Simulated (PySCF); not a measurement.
## Ions at one geometry of [Pb(OH)3(H2O)]+

PySCF 2.14.0, RKS PBE0, Pb def2-SVP with ECP60, O def2-SVP, H def2-SVP; non-relativistic Hamiltonian with scalar-relativistic core potentials where named; density fitting; no spin-orbit coupling; singlets restricted, open shells unrestricted. The geometry is relaxed for charge +1, singlet, vacuum:

```xyz
10

Pb    0.1445   -0.2793    0.1839
O     0.7415    1.4424    1.1119
H     1.7120    1.4923    1.1565
O    -1.3265   -1.5179    0.8677
H    -1.7386   -1.1483    1.6682
O     1.3261   -1.0256   -1.3035
H     1.1621   -1.9779   -1.4207
O    -1.1835    1.1843   -1.0348
H    -0.9954    2.1316   -0.9407
H    -1.6586    1.0381   -1.8663
```

Energies count from the relaxed state; an electron taken off or put on is at rest in vacuum. Charges and spins are Mulliken's.

```
                     state  energy (eV)  spin squared  charge on Pb1 (e)  spin on Pb1 (e)  dipole about the centre of mass (D)
charge +1, singlet, vacuum         0.00          0.00               1.23             0.00                                 2.84
 charge 0, doublet, vacuum        -6.62          0.76               0.84             0.31                                 3.41
```

Question: What does the state charge +2, doublet, vacuum give?

Answer: energy (eV) 16.14, spin squared 0.83, charge on Pb1 (e) 1.38, spin on Pb1 (e) -0.06, dipole about the centre of mass (D) 2.57.

With an electron taken off (doublet) the charges change, summed by element, by Pb +0.15 e, O +0.63 e, H +0.22 e. The vertical ionisation energy is 16.14 eV, against −ε(HOMO) = 14.02 eV of the relaxed state. The level lies 2.1 eV too high, as is usual for semilocal functionals and global hybrids, which keep a self-interaction error.

With an electron put on (doublet) the charges change, summed by element, by Pb -0.39 e, O -0.30 e, H -0.31 e. The vertical electron affinity is 6.62 eV, against −ε(LUMO) = 8.78 eV of the relaxed state.

Open shells may have lower solutions than those found. Hard to converge, so the more doubtful: charge +2, doublet, vacuum.

No frequency check is given that shows the relaxed geometry to be a minimum.
